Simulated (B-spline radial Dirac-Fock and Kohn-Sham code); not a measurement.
Dipole and non-dipole photoemission parameters of Hg 4s

System: the free mercury atom in the configuration [Xe] 4f14 5d10 6s2; threshold 802.2 eV (tabulated edge). Calculated with a radial atomic solver, using Dirac-Hartree-Slater photoionisation with a Latter tail; cross sections with all multipoles, angular parameters from the dipole term and its interference with E2.

For linearly polarised light dσ/dΩ = σ/(4π) [1 + β P₂(cos θ) + (δ + γ cos²θ) sin θ cos φ], with θ from the polarisation vector and φ the angle between the beam and the projection of the electron momentum on the plane normal to the polarisation.

```tsv
hν (eV)	σ (kb)	β	γ
823	49.3	1.665	0.588
1350	30.5	1.812	0.726
1360	30.2	1.814	0.724
2000	18.1	1.863	0.591
2140	16.5	1.869	0.561
2980	9.92	1.891	0.384
2984.4	9.89	1.891	0.383
3100	9.30	1.893	0.360
3550	7.46	1.900	0.277
3960	6.23	1.905	0.211
4000	6.13	1.906	0.205
5120	?	?	?
6000	3.02	1.919	-0.026
7060	2.24	1.923	-0.098
7150	2.19	1.924	-0.103
7660	1.93	1.925	-0.127
9251.7	1.35	1.929	-0.171
10800	1.01	1.931	-0.176
12000	0.820	1.932	-0.161
```

Question: Give the values at 5120 eV.

Answer: σ = 4.02 kb, β = 1.915, γ = 0.058. For an s subshell δ is negligible.
